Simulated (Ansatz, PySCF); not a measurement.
This Ansatz (a quantum-chemistry and plane-wave program) input computes a BLYP/def2-TZVPD energy:

Ansatz 0.2 input:
```yaml
crystal:
  periodic: [false, false, false]
  atoms:
    - {symbol: B, position_ang: [-0.00550880, 0.35701391, 0.00372304]}
    - {symbol: F, position_ang: [-0.02578450, 1.67103857, 0.01742605]}
    - {symbol: Cl, position_ang: [-1.51690204, -0.51801619, -0.03810396]}
    - {symbol: Cl, position_ang: [1.53217289, -0.47165538, 0.02778339]}
basis:
  gaussian:
    orbitals: def2-TZVPD
hamiltonian:
  xc: {name: BLYP}
output: {forces: true}
```

Write an input for the same energy in PySCF and say what it gives.


```python
from pyscf import gto, scf, dft

mol = gto.M(
    atom='''
    B    -0.00550880    0.35701391    0.00372304
    F    -0.02578450    1.67103857    0.01742605
    Cl   -1.51690204   -0.51801619   -0.03810396
    Cl    1.53217289   -0.47165538    0.02778339
    ''',
    basis='def2-tzvpd',
    charge=0,
    spin=0,
    verbose=4,
)

mf = dft.RKS(mol, xc='blyp').density_fit(auxbasis='def2-universal-jkfit')
mf.grids.level = 3
mf.conv_tol = 1e-9
mf.max_cycle = 100
mf.max_memory = 1500
mf.kernel()
if not mf.converged:
    mf = mf.newton()
    mf.kernel(mf.make_rdm1())
mf.analyze()
```
It gives -1045.29633 Eh, and Ansatz -1045.29629 Eh, a difference of 0.04 mEh, from the treatment of integrals and grids.
